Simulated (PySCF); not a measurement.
## Calculated data, CH4GeNO, ClGeH4OSi, GeH6O2Si, GeH6OSi

Calculation on a computer-drawn molecule: the log of a Hartree-Fock and frozen-core CCSD(T) single point meant for a local Hartree-Fock minimum, with one planted fault or none, to be diagnosed. Offsets are logged minus clean, where the clean run is the same molecule without the fault. The reference is restricted for singlets and unrestricted otherwise, and also for a bond in bohr or an excited solution. Adding or removing an electron swaps singlet and doublet. The excited solution moves the top pair (singlet) or top alpha electron (doublet) to the lowest empty orbital. Highest occupied and lowest empty are orbital energies over both spins, largest force is the largest gradient component, triples share is (T) over the correlation energy, the T1 limit is 0.02 restricted and 0.045 unrestricted, electrons count all cores, a negative frequency is imaginary (commonest isotopes), and the dipole is about the centre of nuclear charge; on germanium a core potential holds 10 electrons, which the energies leave out, and 3d is frozen in MP2 and coupled-cluster steps. Program: PySCF 2.14.0.

Common to all runs: meant basis and core potential on germanium cc-pVDZ-PP ECP10MDF; logged SCF converged yes; possible faults no fault, one electron removed, one electron added, multiplicity raised by two, geometry at a saddle point, SCF held on an excited solution, minimal basis STO-3G, one bond length entered in bohr, all coordinates scaled.

```json
{"entry": 1, "formula": "CH4GeNO", "logged_structure": {"atoms_angstrom": [["O", 0.5437, 1.0381, 2.6221], ["C", -0.4986, 0.764, 1.8426], ["N", -0.6084, 1.1927, 0.677], ["Ge", -2.0395, 0.8351, -0.4374], ["H", 1.1383, 1.5914, 2.1266], ["H", -1.2028, 0.1287, 2.3821], ["H", -1.4988, 0.1269, -1.6896], ["H", -2.6842, 2.1753, -0.8248]]}, "given": {"meant_charge": 0, "meant_multiplicity": 2, "meant_basis": "cc-pVDZ", "logged_electrons": 57, "logged_basis_functions": 85, "logged_spin_squared": 0.8398, "logged_highest_occupied [eV]": -2.6385, "logged_lowest_empty [eV]": -1.1226, "logged_largest_force [hartree/bohr]": 0.071295, "logged_dipole_magnitude [debye]": 2.0068, "logged_SCF_stable_within_its_kind": "no", "logged_energy_HF [hartree]": -462.65449, "drawn_bonds_atom": [1, 2, 3, 1, 2, 4, 4], "drawn_bonds_other_atom": [2, 3, 4, 5, 6, 7, 8], "drawn_bonds_order": [1, 1, 2, 1, 1, 1, 1]}, "results": {"planted_fault": "SCF held on an excited solution", "HF_energy_offset_from_clean_run [kcal/mol]": 129.7}, "notes": ["coupled-cluster numbers left out as unreliable"]}
{"entry": 2, "formula": "ClGeH4OSi", "logged_structure": {"atoms_angstrom": [["O", -2.7986, 2.0262, 2.3157], ["Si", -1.5329, 1.7361, 1.3666], ["Ge", -0.9649, -0.6482, 1.9054], ["Cl", -1.266, -1.2805, 3.8761], ["H", -2.7895, 2.4935, 3.1411], ["H", -1.9014, 1.651, -0.0433], ["H", -0.2811, 2.4287, 1.6816], ["H", -0.4334, -1.8275, 1.103]]}, "given": {"meant_charge": 1, "meant_multiplicity": 1, "meant_basis": "cc-pV(D+d)Z", "logged_electrons": 74, "logged_basis_functions": 103, "logged_spin_squared": 0.0, "logged_highest_occupied [eV]": -11.087, "logged_lowest_empty [eV]": -10.105, "logged_largest_force [hartree/bohr]": 0.070483, "logged_CC_converged": "no", "logged_dipole_magnitude [debye]": 5.7979, "logged_SCF_stable_within_its_kind": "no", "logged_energy_HF [hartree]": -1118.45929, "drawn_bonds_atom": [1, 2, 3, 1, 2, 2, 3], "drawn_bonds_other_atom": [2, 3, 4, 5, 6, 7, 8], "drawn_bonds_order": [1, 1, 1, 1, 1, 1, 1]}, "results": {"planted_fault": "SCF held on an excited solution", "HF_energy_offset_from_clean_run [kcal/mol]": 228.8}, "notes": ["CCSD not converged"]}
{"entry": 3, "formula": "GeH6O2Si", "logged_structure": {"atoms_angstrom": [["O", -2.1598, 4.223, -1.0288], ["Si", -0.7044, 3.5706, -0.5807], ["Ge", -0.7106, 1.1707, -0.7839], ["O", 0.9004, 0.5305, -0.3244], ["H", -2.4108, 4.2154, -1.94], ["H", -0.5024, 3.9509, 0.8313], ["H", 0.4012, 4.1203, -1.4], ["H", -1.78, 0.5124, 0.1031], ["H", -0.8982, 0.6986, -2.2281], ["H", 1.0788, 0.5327, 0.6046]]}, "given": {"meant_charge": 0, "meant_multiplicity": 1, "meant_basis": "cc-pV(D+d)Z", "logged_electrons": 68, "logged_basis_functions": 104, "logged_spin_squared": 0.0, "logged_highest_occupied [eV]": -10.251, "logged_lowest_empty [eV]": 2.6551, "logged_largest_force [hartree/bohr]": 2.3042e-05, "logged_lowest_frequency [cm^-1]": 44.664, "logged_T1_diagnostic": 0.012667, "logged_D1_diagnostic": 0.03692, "logged_triples_share": 0.021851, "logged_CC_converged": "yes", "logged_dipole_magnitude [debye]": 1.0739, "logged_SCF_stable_within_its_kind": "yes", "logged_energy_HF [hartree]": -735.59168, "logged_energy_CCSD(T) [hartree]": -736.22212, "drawn_bonds_atom": [1, 2, 3, 1, 2, 2, 3, 3, 4], "drawn_bonds_other_atom": [2, 3, 4, 5, 6, 7, 8, 9, 10], "drawn_bonds_order": [1, 1, 1, 1, 1, 1, 1, 1, 1]}, "results": {"planted_fault": "no fault", "HF_energy_offset_from_clean_run [kcal/mol]": 0.0, "CCSD(T)_energy_offset_from_clean_run [kcal/mol]": 0.0}}
{"entry": 4, "formula": "GeH6OSi", "logged_structure": {"atoms_angstrom": [["O", 0.3914, 0.378, 0.5026], ["Si", 0.7386, 0.9832, -0.9992], ["Ge", -1.1965, 1.975, -2.0282], ["H", -0.2591, -0.3022, 0.5888], ["H", 1.7883, 1.9987, -0.7941], ["H", 1.2576, -0.0797, -1.8936], ["H", -0.8657, 2.4686, -3.4431], ["H", -2.3336, 0.947, -2.1407], ["H", -1.7169, 3.1642, -1.2113]]}, "given": {"meant_charge": 0, "meant_multiplicity": 1, "meant_basis": "cc-pV(D+d)Z", "logged_electrons": 59, "logged_basis_functions": 90, "logged_spin_squared": 0.762, "logged_highest_occupied [eV]": -17.983, "logged_lowest_empty [eV]": -8.4271, "logged_largest_force [hartree/bohr]": 0.07543, "logged_T1_diagnostic": 0.025713, "logged_D1_diagnostic": 0.14018, "logged_triples_share": 0.025332, "logged_CC_converged": "yes", "logged_dipole_magnitude [debye]": 1.3875, "logged_SCF_stable_within_its_kind": "yes", "logged_energy_HF [hartree]": -660.35829, "logged_energy_CCSD(T) [hartree]": -660.79394, "drawn_bonds_atom": [1, 2, 1, 2, 2, 3, 3, 3], "drawn_bonds_other_atom": [2, 3, 4, 5, 6, 7, 8, 9], "drawn_bonds_order": [1, 1, 1, 1, 1, 1, 1, 1]}, "results": {"planted_fault": "one electron removed", "HF_energy_offset_from_clean_run [kcal/mol]": 217.3, "CCSD(T)_energy_offset_from_clean_run [kcal/mol]": 224.6}}
```
